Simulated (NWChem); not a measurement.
System: CH₄OSSe; SMILES CS[Se]O

Input file for NWChem:

```
start job
memory heap 200 mb stack 900 mb global 1100 mb
geometry units angstroms noautoz
  Se     0.366350    -0.802515    -0.123103
  O     -1.277445    -1.541170     0.279507
  H     -1.204499    -1.817983     1.216466
  S      0.259746     1.258046     0.613110
  C     -0.619947     2.156018    -0.722953
  H     -0.067826     2.082043    -1.678696
  H     -0.670625     3.216814    -0.404048
  H     -1.645389     1.757938    -0.837563
end
basis spherical
  * library def2-svp
end
dft
  xc xpbe96 cpbe96
  iterations 150
  mulliken
end
task dft energy
```

Excerpt of the output:

```
             Northwest Computational Chemistry Package (NWChem) 7.3.0
             --------------------------------------------------------

 C1  symmetry detected

                             Geometry "geometry" -> ""
                             -------------------------

 Output coordinates in angstroms (scale by  1.889725989 to convert to a.u.)

  No.       Tag          Charge          X              Y              Z
 ---- ---------------- ---------- -------------- -------------- --------------
    1 Se                  34.0000     0.37127982    -0.78149776    -0.17771122
    2 O                    8.0000    -1.24395036    -1.52597756     0.31882613
    3 H                    1.0000    -1.11396172    -1.80869272     1.24781150
    4 S                   16.0000     0.30620571     1.27405048     0.57712149
    5 C                    6.0000    -0.65419662     2.17889788    -0.69730246
    6 H                    1.0000    -0.16085058     2.11218679    -1.68518600
    7 H                    1.0000    -0.68714214     3.23750980    -0.36895475
    8 H                    1.0000    -1.68406814     1.77954548    -0.75222736

 Effective nuclear repulsion energy (a.u.)     352.4575992785

  pbe96 is a nonlocal functional; adding pw91lda local functional.

                                 NWChem DFT Module
                                 -----------------

 Summary of "ao basis" -> "ao basis" (spherical)
 ------------------------------------------------------------------------------
       Tag                 Description            Shells   Functions and Types
 ---------------- ------------------------------  ------  ---------------------
 Se                         def2-svp                12       32   5s4p3d
 O                          def2-svp                 6       14   3s2p1d
 H                          def2-svp                 3        5   2s1p
 S                          def2-svp                 8       18   4s3p1d
 C                          def2-svp                 6       14   3s2p1d

            General Information
            -------------------
          SCF calculation type: DFT
          Wavefunction type:  closed shell.
          No. of atoms     :     8
          No. of electrons :    68
           Alpha electrons :    34
            Beta electrons :    34
          Charge           :     0
          Spin multiplicity:     1
          Use of symmetry is: off; symmetry adaption is: off
          Maximum number of iterations: 150
          AO basis - number of functions:    98
                     number of shells:    44
          Convergence on energy requested:  1.00D-06
          Convergence on density requested:  1.00D-05
          Convergence on gradient requested:  5.00D-04

              XC Information
              --------------
          PerdewBurkeErnzerhof Exchange Functional  1.000
            Perdew 1991 LDA Correlation Functional  1.000 local
           PerdewBurkeErnz. Correlation Functional  1.000 non-local

             Grid Information
             ----------------
          Grid used for XC integration:  medium
          Radial quadrature: Mura-Knowles
          Angular quadrature: Lebedev.
          Tag              B.-S. Rad. Rad. Pts. Rad. Cut. Ang. Pts.
          ---              ---------- --------- --------- ---------
          Se                  1.15      112          11.0       590
          O                   0.60       49          12.0       434
          H                   0.35       45          13.0       434
          S                   1.00       88          10.0       590
          C                   0.70       49          11.0       434
          Grid pruning is: on
          Number of quadrature shells:   478
          Spatial weights used:  Erf1

      Superposition of Atomic Density Guess
      -------------------------------------

 Sum of atomic energies:       -2911.17218412

      Non-variational initial energy
      ------------------------------

 Total energy =   -2912.297933
 1-e energy   =   -4751.163985
 2-e energy   =    1486.408452
 HOMO         =      -0.237092
 LUMO         =      -0.022346

     ---------------------------------------------
      Total Density - Mulliken Population Analysis
     ---------------------------------------------

    Atom       Charge   Shell Charges
 -----------   ------   -------------------------------------------------------
    1 Se  34    33.59   2.00  2.00  2.00  1.35  0.53  6.00  5.98  1.61  2.02  8.21  1.75  0.15
    2 O    8     8.74   1.99  1.11  0.69  2.96  1.98  0.01
    3 H    1     0.66   0.53  0.08  0.06
    4 S   16    16.11   2.00  1.99  1.20  0.67  5.94  1.66  2.59  0.06
    5 C    6     6.24   1.99  0.95  0.26  1.93  1.09  0.02
    6 H    1     0.89   0.67  0.20  0.02
    7 H    1     0.88   0.66  0.20  0.02
    8 H    1     0.89   0.67  0.19  0.02

   convergence    iter        energy       DeltaE   RMS-Dens  Diis-err
 ---------------- ----- ----------------- --------- --------- ---------
 d= 0,ls=0.0,diis     1  -2914.2262921690 -3.27D+03  1.94D-02  7.23D-01
 d= 0,ls=0.0,diis     2  -2913.8605207476  3.66D-01  1.66D-02  3.78D+00
 d= 0,ls=0.0,diis     3  -2914.2662580344 -4.06D-01  6.05D-03  3.04D-01
 d= 0,ls=0.0,diis     4  -2914.2954832661 -2.92D-02  3.30D-03  4.62D-02
 d= 0,ls=0.0,diis     5  -2914.3006272411 -5.14D-03  1.41D-03  1.52D-02
  Resetting Diis
 d= 0,ls=0.0,diis     6  -2914.3026999136 -2.07D-03  3.10D-04  7.50D-04
 d= 0,ls=0.0,diis     7  -2914.3028147146 -1.15D-04  2.02D-04  6.70D-05
 d= 0,ls=0.0,diis     8  -2914.3027810441  3.37D-05  1.39D-04  3.16D-04
 d= 0,ls=0.0,diis     9  -2914.3028236906 -4.26D-05  2.06D-05  5.95D-06
 d= 0,ls=0.0,diis    10  -2914.3028241634 -4.73D-07  8.21D-06  9.65D-07

         Total DFT energy =    -2914.302824163426
      One electron energy =    -4752.440660701477
           Coulomb energy =     1613.316025259250
    Exchange-Corr. energy =     -127.635787999652
 Nuclear repulsion energy =      352.457599278453

[...]
```

Level: PBE/def2-SVP. Structure relaxed at the PBE-D3(BJ)/def2-SVP level.
